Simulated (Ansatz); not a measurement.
Cost and result up the ladder for Hg₃Te₃H₁₂ (18 atoms). The state is a singlet with charge 0. Geometry: r2SCAN-D4/def2-SVP.

```tsv
atom	x (Å)	y (Å)	z (Å)
Te1	-1.8280	1.8683	-0.1438
Hg2	1.1330	3.9958	-0.4441
Te3	2.5349	0.6262	-0.1806
Hg4	-4.0514	-1.0075	0.2859
Te5	-0.7099	-2.4998	0.2929
Hg6	2.9171	-2.9898	0.2314
H7	-2.6001	2.8498	0.9561
H8	-2.6748	2.5720	-1.3918
H9	1.0878	3.8979	-2.0986
H10	1.2007	4.1727	1.2035
H11	3.6146	0.7788	-1.4379
H12	3.7171	1.0552	0.9092
H13	-4.1687	-1.2033	-1.3565
H14	-4.0126	-0.8313	1.9343
H15	-1.0654	-3.7100	-0.7928
H16	-0.9851	-3.5369	1.5649
H17	2.9961	-2.8271	1.8798
H18	2.8948	-3.2108	-1.4118
```

Ansatz on 4 threads of Arm Neoverse V2 on a shared host. Times are rough, and most runs start from the orbitals of an earlier one. PBE0-D4/def2-TZVP serves as the yardstick here, not as an exact answer. Differences are given only for rows in sets of like size (and for xTB, whose basis is part of the method), since another set adds its own error. Binding counts from free atoms at the same level (Te triplet, Hg singlet, H doublet; other spins of the atoms weren't run), without zero-point energy or a counterpoise term.

In the def2 sets Hg, Te take a core potential; there is no spin–orbit coupling. LC-ωPBE has ω = 0.4 bohr⁻¹. HSE06 is defined as in plane-wave codes, on full-range PBE exchange. Correlated methods freeze 12 core orbitals; core or outer-core shells of Te, Hg are correlated, in sets that lack core-valence functions. The rows differ in basis, and correlated rows in double-zeta sets carry the largest basis error. In the singlet geometry the species has come apart into loosely held pieces.

Correlated methods converge slowly with the basis, most of all in double-zeta sets.

```csv
level,functions,wall time
PBE-D4/def2-SVP,234,5 s
PBE-D4/def2-TZVP,351,8.5 s
PBE0-D4/def2-SVP,234,10 s
MP2/def2-SVP,234,13 s
LC-ωPBE/def2-TZVP,351,13 s
PBE-D4/def2-TZVPD,423,15 s
r2SCAN-D4/def2-TZVP (with forces),351,21 s
HSE06-D4/def2-TZVP,351,22 s
PBE0-D4/def2-TZVP,351,24 s
HF/def2-TZVP,351,34 s
```

Estimate what each level gives for the binding energy per atom (eV).


```
                            level  binding energy per atom (eV)  difference from PBE0-D4/def2-TZVP (eV)
                  PBE-D4/def2-SVP                          1.65                                       –
                 PBE-D4/def2-TZVP                          1.70                                    0.02
                 PBE0-D4/def2-SVP                          1.63                                       –
                     MP2/def2-SVP                          1.43                                       –
                LC-ωPBE/def2-TZVP                          1.67                                   -0.01
                PBE-D4/def2-TZVPD                          1.70                                    0.02
r2SCAN-D4/def2-TZVP (with forces)                          1.71                                    0.03
               HSE06-D4/def2-TZVP                          1.68                                    0.00
                PBE0-D4/def2-TZVP                          1.68                                    0.00
                     HF/def2-TZVP                          1.08                                   -0.60
```
